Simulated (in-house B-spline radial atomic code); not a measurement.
A fraction x of an electron is removed from 4d in the ruthenium ion Ru³⁺, starting from [Kr] 4d5 and keeping the highest spin. Computed with a radial B-spline atomic code at the basis-set limit: scalar-relativistic (X2C) BP86, spin-polarised, spherical fractional occupations, Fermi nucleus of rms radius 4.4809 fm.

```
   x  E(x) - E(0) (eV)  4d up level (eV)
   0            0.0000           -38.896
0.03            1.1731           -39.313
0.13            5.1742           -40.710
0.29           11.8681           -42.969
0.41           17.1271           -44.683
 0.5           21.2067           -45.979
0.56           23.9915           -46.847
0.73           32.1662           -49.330
0.81           36.1597           -50.510
0.97           44.4312           -52.888
   1           46.0244           -53.337
```

The exact functional would give a straight line between the two integer points. Deviations E(x) - E(0) - x[E(1) - E(0)], in eV: -0.208 at x = 0.03, -0.809 at x = 0.13, -1.479 at x = 0.29, -1.743 at x = 0.41, -1.805 at x = 0.5, -1.782 at x = 0.56, -1.432 at x = 0.73, -1.12 at x = 0.81, -0.212 at x = 0.97.

The curve lies below the straight line by up to 1.805 eV (at x = 0.5): convex, the delocalisation error that favours fractional charges.

(1) How well does Slater's transition state (minus the level at half occupation) give the ionisation energy?

Answers

(1) It gives 45.979 eV against 46.024 eV from the two total energies; NIST lists 45.00 eV, ground level to ground level.
